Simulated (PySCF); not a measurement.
Bonds broken one at a time in the series In F-H. Isolated molecules, 0 K electronic values unless said otherwise. Strings in code marks are SMILES.

Method: PBE-D3(BJ)/def2-TZVP // B3LYP-D3(BJ)/def2-TZVP (PySCF 2.14.0). 

```json
[
 {"species": "whole molecule (`[F][In]([F])[F]`)", "dipole moment (D)": "0.00"},
 {"species": "radical fragment (`[F][In][F]`)", "dipole moment (D)": "___"},
 {"species": "whole molecule (`[F][InH][F]`)", "dipole moment (D)": "3.38"},
 {"species": "radical fragment (`[F][InH]`)", "dipole moment (D)": "2.83"},
 {"species": "whole molecule (`[F][InH2]`)", "dipole moment (D)": "2.95"},
 {"species": "radical fragment (`[InH2]`)", "dipole moment (D)": "0.45"},
 {"species": "whole molecule (`[InH3]`)", "dipole moment (D)": "0.00"}
]
```

Complete the blanks.


- radical fragment (`[F][In][F]`), dipole moment (D): 2.94
